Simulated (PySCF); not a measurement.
# Peak assignment

Molfile (atoms numbered from 1):
```
C5H4FNO2
     RDKit          3D

 13 13  0  0  0  0  0  0  0  0999 V2000
   -2.1646    0.2293   -0.4613 C   0  0  0  0  0  0  0  0  0  0  0  0
   -1.1259   -0.5021    0.3305 C   0  0  0  0  0  0  0  0  0  0  0  0
   -1.3577   -1.3858    1.1169 O   0  0  0  0  0  0  0  0  0  0  0  0
    0.2695   -0.0537    0.0781 C   0  0  0  0  0  0  0  0  0  0  0  0
    1.4511   -0.5629    0.6850 C   0  0  0  0  0  0  0  0  0  0  0  0
    2.4187    0.1926    0.1004 C   0  0  0  0  0  0  0  0  0  0  0  0
    3.7251    0.2028    0.2423 F   0  0  0  0  0  0  0  0  0  0  0  0
    1.8977    1.0649   -0.7654 O   0  0  0  0  0  0  0  0  0  0  0  0
    0.5613    0.9034   -0.7709 N   0  0  0  0  0  0  0  0  0  0  0  0
   -2.1052    1.2914   -0.2371 H   0  0  0  0  0  0  0  0  0  0  0  0
   -3.1546   -0.1513   -0.2262 H   0  0  0  0  0  0  0  0  0  0  0  0
   -1.9569    0.1123   -1.5220 H   0  0  0  0  0  0  0  0  0  0  0  0
    1.5371   -1.3402    1.4120 H   0  0  0  0  0  0  0  0  0  0  0  0
  1  2  1  0
  2  3  2  0
  2  4  1  0
  4  5  1  0
  5  6  2  0
  6  7  1  0
  6  8  1  0
  8  9  1  0
  9  4  2  0
  1 10  1  0
  1 11  1  0
  1 12  1  0
  5 13  1  0
M  END
```

[PySCF 2.14: structure optimised with GFN2-xTB; NMR shieldings at PBE0/pcSseg-1/GIAO; isolated molecule; single conformer; fast rotation and ring inversion assumed for equivalent nuclei; no relativistic terms]

Scale: ¹³C and ¹H vs TMS (reference shieldings calculated alike).

Q: Assign these signals to the numbered atoms. ¹³C{¹H} NMR (computed): δ 196.9, 184.8, 167.9, 87.4, 29.2.

A: 
```tsv
δ (ppm)	atoms	environment	reason
196.9	C2	ketone carbonyl carbon	the double bond to the heteroatom, with no lone-pair donor beside it, deshields it most
184.8	C6	aromatic carbon bearing fluorine	an ipso carbon deshielded by its heteroatom
167.9	C4	substituted aromatic carbon next to a ring nitrogen	–
87.4	C5	aromatic CH	–
29.2	C1	methyl carbon α to a carbonyl	the adjacent C=O deshields it moderately
```

Q: Assign these signals to the numbered atoms. ¹H NMR (500 MHz, computed): δ 6.21 (m, 1H), 2.77 (s, 3H).

A: 
```tsv
δ (ppm)	atoms	environment	reason
6.21	H13	hydrogen on an aromatic CH	the ring current deshields protons in the ring plane
2.77	H10/H11/H12	hydrogen on a methyl carbon α to a carbonyl	α to C=O
```

Splittings by ¹⁹F in the carbon and heteronuclear signals aren't shown, as no couplings were computed. Shifts are as computed. Against solution values, carbons near 30 ppm lie about +3 ppm off and those near 130 ppm about +5 ppm. Of 1211 compounds with measured shifts, 218 miss one by over three times the rms of a fit or turn the order of signals round; such compounds aren't used in these exercises. Multiplicities follow the n + 1 count of equivalent neighbours, as no J values were calculated; m marks all less simple cases, F and P coupling included.
